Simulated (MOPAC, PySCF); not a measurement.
C3H3Cl, SMILES `ClC1=CC1`, neutral singlet in the gas phase. 

Cartesian coordinates (Å):
```xyz
7

Cl     2.3997    -0.5031    -0.0563
C      0.7762    -0.0255    -0.0290
C     -0.0930     0.9193    -0.0685
C     -0.6229    -0.5100     0.0649
H     -0.3608     1.9565    -0.1392
H     -1.0133    -0.8472     1.0241
H     -1.0859    -0.9901    -0.7959
```
Charge 0, spin multiplicity 1.

All levels are single points at this geometry (B3LYP-D3(BJ)/def2-TZVP); Pople sets use spherical d functions. Orbital energies aren't observables, and empty levels follow the basis.

HF/3-21G in PySCF gives HOMO (eV) = -9.87.

**Question.** Estimate the HOMO (eV) from each of these levels: PBE-D3(BJ)/def2-TZVP in PySCF; TPSSh-D3(BJ)/def2-TZVP in PySCF; B3LYP/3-21G in PySCF; B3LYP/6-311+G** in PySCF; B3LYP/6-31G* in PySCF; B3LYP/LANL2DZ in PySCF; BP86/6-31G* in PySCF; M06-2X/6-31G* in PySCF; SVWN5/6-31G* in PySCF; HF/6-31G* in PySCF; AM1 in MOPAC; PM6 in MOPAC.

**Answer.** 
```csv
level,HOMO (eV)
PBE-D3(BJ)/def2-TZVP in PySCF,-6.08
TPSSh-D3(BJ)/def2-TZVP in PySCF,-6.60
B3LYP/3-21G in PySCF,-6.97
B3LYP/6-311+G** in PySCF,-7.07
B3LYP/6-31G* in PySCF,-6.82
B3LYP/LANL2DZ in PySCF,-7.02
BP86/6-31G* in PySCF,-5.97
M06-2X/6-31G* in PySCF,-8.33
SVWN5/6-31G* in PySCF,-5.97
HF/6-31G* in PySCF,-9.71
AM1 in MOPAC,-9.96
PM6 in MOPAC,-9.95
```
